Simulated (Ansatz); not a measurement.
Computed with Ansatz on PBE0-D4/def2-TZVP structures; ΔE is electronic, products minus reactants. CCSD(T)/CBS adds triple-zeta CCSD(T) − MP2 to the extrapolated MP2 energy (def2 sets, frozen cores). Each species was taken in one conformer, which may not be the lowest.

Reaction (ligand exchange at a B–O bond): `BOB(N)Cl` + `CC(O)F` → `BOC(C)F` + `NB(O)Cl`

`BOB(N)Cl`:

Cartesian coordinates in Å:
```
B 1.108 -1.492 -0.378
O 0.718 -0.269 0.053
B -0.516 0.341 0.043
N -0.622 1.638 0.528
Cl -1.966 -0.480 -0.566
H 0.323 -2.246 -0.876
H 2.264 -1.769 -0.236
H 0.178 2.134 0.881
H -1.488 2.143 0.551
```

`CC(O)F`:

Cartesian coordinates in Å:
```
C -0.126 -0.935 0.404
C -0.046 0.507 0.002
O 0.759 0.625 -1.108
F -1.323 0.967 -0.303
H -0.485 -1.525 -0.441
H 0.861 -1.296 0.695
H -0.812 -1.052 1.243
H 0.299 1.151 0.822
H 0.873 1.557 -1.313
```

`BOC(C)F`:

Z-matrix (Å, degrees):
```
C
O 1 1.398
F 1 1.372 2 107.2
C 1 1.500 2 110.2 3 -119.0
H 1 1.096 2 109.8 3 115.6
B 2 1.348 1 121.4 3 -99.8
H 4 1.091 1 109.5 2 56.6
H 4 1.090 1 109.9 2 176.7
H 4 1.091 1 110.0 2 -63.2
H 6 1.194 2 116.8 1 178.0
H 6 1.201 2 119.9 1 -2.9
```

`NB(O)Cl`:

Z-matrix (Å, degrees):
```
N
B 1 1.393
H 1 1.002 2 122.9
H 1 1.005 2 121.7 3 -180.0
O 2 1.360 1 120.7 3 -180.0
Cl 2 1.788 1 119.3 3 -0.0
H 5 0.959 2 113.0 1 -180.0
```

```csv
species,SCS-MP2/def2-QZVPP energy (Eh)
`BOB(N)Cl`,-641.69463
`CC(O)F`,-253.97333
`BOC(C)F`,-279.38268
`NB(O)Cl`,-616.29152
```

(1) Work out ΔE.

Largest T1 diagnostic among the species: 0.013.

Answers

(1) ΔE = (-279.38268) + (-616.29152) − (-641.69463) − (-253.97333) = -0.00624 Eh = -3.9 kcal/mol. CCSD(T)/CBS gives -3.9 kcal/mol.

In def2-TZVPP, CCSD(T) changes the Hartree–Fock value by −1.1 kcal/mol (the triples alone add −0.2 kcal/mol) and MP2 by −1.1 kcal/mol.
